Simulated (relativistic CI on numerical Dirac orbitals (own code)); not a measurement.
# Electric-dipole transitions in Sm XXX

Method of calculation: Dirac-Coulomb-Breit CI, orbitals from a KLI potential per configuration, model QED (radiative potential, 1s self-energy scaled to tabulated hydrogen-like ionisation energies), unscaled Slater integrals (own radial code, finite nucleus).

Configurations in the expansion (outside the closed core [Ar] 3d10): 4s²4p³, 4s4p⁴, 4s²4p²4d, 4p⁵, 4s4p³4d, 4s²4p²4f, 4s4p³4f, 4p⁴4d, 4s4p²4d², 4s²4p4d4f, 4p⁴4f, 4s²4p²5s, 4p³4d4f, 4p⁴5s, 4s4p²4f², 4s²4p²5p, 4s4p²4d5s, 4s²4p4f5s, 4s4p³5s, 4s²4p²5d, 4s4p³5p, 4s²4p²5f, 4s²4p²5g, 4s4p³5d, 4p³4f5s, 4s²4p²6s, 4s4p³5f, 4s²4p4d², 4s²4d³, 4s4p4d³, 4s²4d²4f, 4s4p4d²4f, 4s²4d²5s, 4p³4d², 4p²4d³, 4p²4d²4f, 4p²4d²5s, 4s²4p4f², 4s²4d4f², 4s4p4d4f², 4s²4f³, 4s4p4f³, 4s²4f²5s, 4p³4f², 4p²4d4f², 4p²4f³, 4p²4f²5s, 4s4p²4d4f, 4s4p4d4f5s, 4s²4p4d5s, 4s4p4d²5s, 4s²4d4f5s, 4s²4d5s², 4p³4d5s, 4p²4d4f5s, 4p²4d5s², 4s4p²4f5s, 4s4p4f²5s, 4s4p4f5s², 4s²4p5s², 4s4p4d5s², 4s²4f5s². Double excitations out of closed p, d and f shells are left out; levels of such configurations are missing from the list, as are those of other unlisted configurations, and high levels can miss mixing partners. These lack a partner that the ground configuration has and come out too high: 4s²4p²5p, 4s²4p²5d, 4s4p³5p, 4s²4p²5f, 4s²4p²5g.

```
λ vac (Å)                Lower                   Upper   A (s⁻¹)  log gf  S velocity/length
   76.401    4s²4p³ ²P°3/2 [1]     4s²4p²4d ⁴D5/2 [23]  3.62e+11    0.28               1.01
   76.905      4s4p⁴ ⁴P5/2 [6]     4s4p³4d ⁴D°7/2 [78]  3.68e+11    0.42               1.00
   77.411    4s²4p³ ⁴S°3/2 [2]     4s²4p²4d ²D5/2 [35]  2.77e+11    0.17               1.00
   77.487  4s²4p²4d ²G9/2 [20]  4s²4p4d² ²H°11/2 [154]  4.26e+11    0.66               1.01
   77.670    4s²4p³ ²D°5/2 [3]     4s²4p²4d ²F7/2 [36]  7.14e+11    0.71               1.01
   77.736    4s²4p³ ⁴S°3/2 [2]     4s²4p²4d ²D3/2 [34]  4.91e+11    0.25               1.00
   77.833  4s²4p²4d ⁴F5/2 [10]   4s²4p4d² ²F°5/2 [112]  5.52e+11    0.48               0.99
   78.163    4s²4p³ ²P°1/2 [4]     4s²4p²4d ²D3/2 [37]  5.43e+11    0.30               1.00
   78.187    4s²4p³ ²P°3/2 [1]     4s²4p²4d ²P3/2 [22]  4.81e+11    0.25               1.00
   78.848    4s²4p³ ²P°3/2 [1]     4s²4p²4d ⁴P5/2 [21]  2.99e+11    0.22               1.00
   79.251      4s4p⁴ ⁴P5/2 [6]     4s4p³4d ⁴P°5/2 [72]  4.56e+11    0.41               1.00
   79.526    4s²4p³ ²D°5/2 [3]     4s²4p²4d ²D5/2 [35]  3.68e+11    0.32               1.00
   79.827  4s²4p²4d ²G9/2 [20]   4s²4p4d² ⁴G°9/2 [149]  4.64e+11    0.65               0.99
   85.221  4s²4p²4d ²F7/2 [36]   4s²4p4d² ²G°9/2 [199]  1.07e+12    1.07               1.01
   87.425  4s²4p²4d ⁴F9/2 [32]  4s²4p²4f ²H°11/2 [185]  4.93e+11    0.83               1.00
   89.479  4s²4p²4d ²D5/2 [45]   4s²4p4d² ²F°7/2 [218]  1.06e+12    1.01               1.01
   89.726    4s²4p³ ²P°3/2 [5]     4s²4p²4d ²D5/2 [45]  6.18e+11    0.65               1.01
   89.923    4s²4p³ ⁴S°3/2 [2]     4s²4p²4d ²D5/2 [28]  3.46e+11    0.40               1.01
   91.856    4s²4p³ ²P°3/2 [5]     4s²4p²4d ²D3/2 [40]  4.09e+11    0.32               1.00
   96.198    4s²4p³ ²D°5/2 [3]     4s²4p²4d ²G7/2 [26]  1.60e+11    0.25               1.01
```

Terms are leading LS components. Brackets give the number of a level in order of energy, since labels repeat. The list gives strong lines, with weight on those to low levels, among the lowest 400 of 11824 levels, so that lines to higher ones, which can be the strongest, are missing. Levels whose partners in the same complex of configurations lie outside the list can be far off, and so can their lines. Rates are taken at the computed energies, electric ones in the length gauge. A velocity-to-length ratio far from 1 marks an uncertain rate.

At this charge energies of transitions that change n are usually good to better than 1 %, and those within a shell (Δn = 0) to a few per cent.

LS names give the leading component of a level, which can be under half, so a name can repeat, a term be missing and a line seem to break the LS rules.
